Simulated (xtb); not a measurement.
A geometry relaxed with GFN2-xTB (xtb 6.7.1), charge 0, multiplicity 1:

```xyz
13

H      2.0012    -2.5660    -0.5160
Al    -0.0004     0.0026    -0.0043
H     -2.0861    -2.5082     0.7615
H      3.0283    -0.6279    -1.3184
H     -0.6514     2.8815     1.6065
H     -0.8714     3.1727    -0.6951
Si     2.1545    -1.1185    -0.2272
H      3.0316    -1.0851     0.9664
Si    -0.0923     2.4188     0.3149
H     -2.4674    -1.7994    -1.4260
H     -3.2378    -0.5143     0.3642
Si    -2.0627    -1.2972    -0.0924
H      1.2539     3.0410     0.2659
```

Q: Write the SMILES of this molecule.

A: `[SiH3][Al]([SiH3])[SiH3]`
